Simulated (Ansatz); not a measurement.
The same path of a periodic cell of 17 atoms, TiSi16 (host Si, host structure diamond, interstitial Ti) was run twice with different band settings. Lost on the way: Si5–Ti17, Si9–Ti17, Si13–Ti17, Si14–Ti17. Made: Si1–Ti17, Si2–Ti17, Si6–Ti17, Si10–Ti17.

Computed with DFT PBEsol, scalar-relativistic, plane waves, PAW in Ansatz 0.2.0. Settings: PAW set soft_1, cutoff 420 eV, k mesh 2x2x2, fermi-dirac smearing 0.05 eV, no spin polarisation.

Relaxed end points:

```xyz
17
Lattice="0.0000 5.4300 5.4300 5.4300 0.0000 5.4300 5.4300 5.4300 0.0000" Properties=species:S:1:pos:R:3
Si -0.033 -0.033 0.035
Si 1.305 1.304 1.380
Si 2.680 2.680 0.076
Si 4.058 4.057 1.375
Si 2.675 -0.003 2.757
Si 4.052 1.304 4.128
Si 5.356 2.680 2.752
Si 6.707 4.076 4.155
Si -0.002 2.675 2.757
Si 1.305 4.051 4.128
Si 2.680 5.356 2.752
Si 4.076 6.706 4.155
Si 2.675 2.675 5.434
Si 4.073 4.073 6.789
Si 5.388 5.388 5.474
Si 6.707 6.707 6.786
Ti 8.105 8.105 8.187
```

```xyz
17
Lattice="0.0000 5.4300 5.4300 5.4300 0.0000 5.4300 5.4300 5.4300 0.0000" Properties=species:S:1:pos:R:3
Si -0.082 -0.080 0.005
Si 1.313 1.318 1.357
Si 2.710 2.715 -0.001
Si 4.026 4.030 1.314
Si 2.690 -0.049 2.665
Si 3.997 1.324 4.038
Si 5.348 2.720 2.635
Si 6.743 4.072 4.032
Si -0.052 2.695 2.666
Si 1.322 4.000 4.039
Si 2.719 5.352 2.636
Si 4.069 6.749 4.033
Si 2.697 2.699 5.414
Si 4.039 4.042 6.757
Si 5.378 5.382 5.409
Si 6.752 6.754 6.715
Ti 6.745 6.748 9.462
```

Common settings: climbing image yes; spring 5.0 eV/Å²; force threshold 0.05 eV/Å; end points relaxed.

| run | movable images | optimiser | start path | iteration limit | theory |
| --- | --- | --- | --- | --- | --- |
| 1 | 7 | lbfgs | IDPP | 31 | DFT PBEsol, scalar-relativistic, plane waves, PAW PAW set soft_1, cutoff 420 eV, k mesh 2x2x2, fermi-dirac smearing 0.05 eV, no spin polarisation |
| 2 | 3 | quadratic models (default) | default | 50 | DFT PBEsol, scalar-relativistic, plane waves, PAW PAW set soft_1, cutoff 300 eV, k mesh 2x2x2, fermi-dirac smearing 0.05 eV, no spin polarisation |

Problem. What does each run give, and how far can it be trusted?

Solution. Run 1: not converged after 31 iterations, highest image 1.774 eV above the first end. The band didn't meet its force threshold, so its energies are provisional: the largest band force was still 0.05 eV/Å, and over the last iterations the top stayed at 1.78 eV.
Run 2: converged after 7 iterations, highest image 1.744 eV above the first end. Neighbouring images differ by up to 1.3 eV, so the band resolves the path poorly. The order of the stationary point at the top wasn't checked. The plane-wave cutoff is below what these datasets need, so energies and pressures aren't converged.
Limits of this set-up: coarse k mesh, PAW files made for another functional.
